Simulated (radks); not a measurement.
The numbers below are computed, except where a source is named.
Ionisation of Rh11+, [Ar] 3d10 4s2 4p4, to Rh12+, [Ar] 3d10 4s2 4p3, under several functionals. Scalar-relativistic Kohn-Sham, spin-unpolarised, spherical densities, point nucleus; a radial shooting solver on a logarithmic mesh with Libxc functionals.

functional                                        E(Rh11+) (hartree)  Exc (hartree)  IE (eV)  -e(HOMO) (eV)  <r> HOMO (bohr)  IE error (eV)
XLYP                                                     -4747.07956     -131.99822   255.48         243.75           0.9491           +3.4
revPBE                                                   -4746.23669     -131.15563   255.53         243.85           0.9486           +3.4
exchange-only LDA                                        -4737.76434     -122.60365   253.86         242.10           0.9490           +1.8
LDA (Slater exchange, Perdew-Zunger correlation)         -4741.30237     -126.17027   255.86         244.11           0.9477           +3.8
BLYP                                                     -4746.61653     -131.53111   255.46         243.72           0.9489           +3.4
PBE                                                      -4745.99947     -130.91389   255.57         243.87           0.9486           +3.5
LDA (Slater exchange, Perdew-Wang correlation)           -4741.30137     -126.16894   255.87         244.12           0.9477           +3.8
Wu-Cohen GGA                                             -4745.32405     -130.23298   255.71         243.98           0.9478           +3.6
SOGGA                                                    -4743.32825     -128.21792   255.45         243.75           0.9482           +3.3

NIST Atomic Spectra Database: 252 eV (theoretical). Closest: exchange-only LDA. The Delta-SCF values span 2.01 eV, the total energies 9.32 hartree. The highest occupied level is 4p. Spin polarisation and multiplet splitting are left out, so open shells lie too high by an amount that depends on their filling.

Beside tabulated values, note that spin-unpolarised runs miss the spin-polarisation part of the exchange energy of open shells.
